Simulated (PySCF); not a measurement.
C2H3O2, charge -1. Atoms are numbered in the order given.

```xyz
7

C     -1.3332    -0.1716     0.0127
C      0.2056     0.0202    -0.0043
O      0.8952    -1.0203    -0.0902
O      0.5930     1.2080     0.0754
H     -1.7356     0.1989     0.9690
H     -1.6122    -1.2272    -0.1163
H     -1.7917     0.4353    -0.7839
```
Charge -1, spin multiplicity 1.

Geometry: PBE0-D3(BJ)/def2-SVPD.

The numbers are results of r2SCAN/def2-TZVPD run with PySCF, not measurements.

The molecule is in vacuum. A positive occupied level means that this level leaves the electron formally unbound; only the finite basis holds it.

Computed frontier levels, gap, dipole moment and polarisability:
highest occupied level: 0.16 eV
lowest empty level: 4.29 eV
orbital gap: 4.13 eV
dipole moment about the centre of nuclear charge: 3.52 D
mean static polarisability: 47.7 bohr³ (7.07 Å³)
polarisability, principal values: 34.7, 51.5, 57.0 bohr³
